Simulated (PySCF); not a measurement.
# What a mistake does to a calculation on AlBH4N anion

These are calculations, not measurements. They come from PySCF 2.14.0, an open-source quantum chemistry program, on an isolated molecule that a program drew, which may never have been made. The molecule is AlBH4N anion (charge -1, singlet), drawn as the SMILES string `[BH3-][Al]=[NH]`.

Each row is a Hartree-Fock (HF) and frozen-core CCSD(T) single point in the aug-cc-pV(D+d)Z basis, meant for a local HF minimum. Run 1 is clean. Each other run has one planted mistake out of seven kinds, and not every kind appears here: one electron removed, one electron added, multiplicity raised by two, geometry at a saddle point, minimal basis STO-3G, one bond length entered in bohr, all coordinates scaled. The reference is restricted for singlets and unrestricted otherwise, and also for a bond in bohr. Adding or removing an electron swaps singlet and doublet. Electrons count all cores. HOMO and LUMO are orbital energies over both spins, the gradient is its largest component, and the lowest frequency (negative if imaginary) is given only where the gradient is small. Bond lengths are over the 6 bonds as drawn. T1 is the CCSD diagnostic: over 0.02 (restricted) or 0.045 (unrestricted) a single reference is doubtful.

Geometry of the clean run:
```xyz
7
AlBH4N anion, angstrom
B     0.4206    0.5352   -2.2643
Al   -0.1450   -0.7939   -0.6234
N    -0.5708   -1.7951    0.6118
H     1.3273    1.2424   -1.8350
H    -0.5859    1.1792   -2.5451
H     0.7855   -0.1921   -3.1832
H    -0.8269   -2.3966    1.3557
```

| run | electrons | basis functions | <S^2> | HOMO (eV) | LUMO (eV) | gradient (hartree/bohr) | lowest frequency (cm^-1) | mean bond (Å) | longest bond (Å) | T1 | HF (hartree) | CCSD(T) (hartree) | mistake |
|---|---|---|---|---|---|---|---|---|---|---|---|---|---|
| 1 | 30 | 114 | 0.000 | -4.33 | 3.22 | 2.7e-05 | 151 | 1.4175 | 2.186 | 0.0193 | -323.36692 | -323.79335 | no fault |
| 2 | 30 | 114 | 0.410 | -3.27 | 3.20 | 2.1e-02 | - | 1.5995 | 2.319 | 0.0597 | -323.26845 | -323.69723 | one bond length entered in bohr |
| 3 | 29 | 114 | 0.776 | -9.22 | -2.19 | 5.2e-02 | - | 1.4175 | 2.186 | 0.0249 | -323.24796 | -323.64155 | one electron removed |
| 4 | 30 | 114 | 0.000 | -4.23 | 3.24 | 1.7e-02 | - | 1.4515 | 2.239 | 0.0203 | -323.36389 | -323.79348 | all coordinates scaled |
| 5 | 30 | 114 | 2.235 | 0.02 | 2.69 | 5.2e-02 | - | 1.4175 | 2.186 | 0.0421 | -323.23599 | -323.64469 | ? |
| 6 | 30 | 23 | 0.000 | 1.62 | 16.73 | 1.1e-01 | - | 1.4175 | 2.186 | 0.0314 | -319.21394 | -319.39982 | ? |

**Which mistake was planted in run 5, and what did it cost?**

Electrons, basis and geometry are unchanged, and <S^2> is 2.235, beside S(S+1) = 2.00 for a multiplicity of 3. So the mistake is: multiplicity raised by two. Subtracting run 1 and multiplying by 627.51 kcal/mol a hartree, the energy moved by 82.2 kcal/mol in HF and 93.3 kcal/mol in CCSD(T).

**Which mistake was planted in run 6, and what did it cost?**

It has 23 basis functions where the clean run has 114, with the same electrons and geometry. So the mistake is: minimal basis STO-3G. Subtracting run 1 and multiplying by 627.51 kcal/mol a hartree, the energy moved by 2606.0 kcal/mol in HF and 2757.0 kcal/mol in CCSD(T).

Cautions from the logs. Run 2: T1 is over the limit, so its CCSD(T) energy is less reliable; run 4: T1 is over the limit, so its CCSD(T) energy is less reliable; run 5: the HOMO is above zero, so the electron isn't bound and the energy depends on the basis; run 6: T1 is over the limit, so its CCSD(T) energy is less reliable and the HOMO is above zero, so the electron isn't bound and the energy depends on the basis.
